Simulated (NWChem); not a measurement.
HTeCl; SMILES Cl[TeH]

```xyz
3

Te     0.0277     0.5744     0.0000
H     -1.6369     0.6978     0.0000
Cl     0.0117    -1.7981     0.0000
```
Atoms are numbered in this order, from 1.

Results from NWChem. The geometry was optimised at PBE0/def2-SVP. def2 effective core potentials on Te; no spin-orbit coupling. Ions are spin-unrestricted doublets at the neutral geometry; other ion states weren't tried.

```json
[
 {"level": "B3LYP/def2-SVPD", "vertical ionisation energy, ΔSCF (eV)": "9.00", "−ε(HOMO) (eV)": "6.49", "ΔSCF minus −ε(HOMO) (eV)": "2.51"},
 {"level": "PBE/def2-SVPD", "vertical ionisation energy, ΔSCF (eV)": "8.81", "−ε(HOMO) (eV)": "5.61", "ΔSCF minus −ε(HOMO) (eV)": "3.20"},
 {"level": "Hartree-Fock/def2-SVPD", "vertical ionisation energy, ΔSCF (eV)": "8.29", "−ε(HOMO) (eV)": "9.15", "ΔSCF minus −ε(HOMO) (eV)": "-0.86"},
 {"level": "M06-2X/def2-SVPD", "vertical ionisation energy, ΔSCF (eV)": "8.94", "−ε(HOMO) (eV)": "7.86", "ΔSCF minus −ε(HOMO) (eV)": "1.08"},
 {"level": "BHandHLYP/def2-SVPD", "vertical ionisation energy, ΔSCF (eV)": "9.00", "−ε(HOMO) (eV)": "7.66", "ΔSCF minus −ε(HOMO) (eV)": "1.34"}
]
```
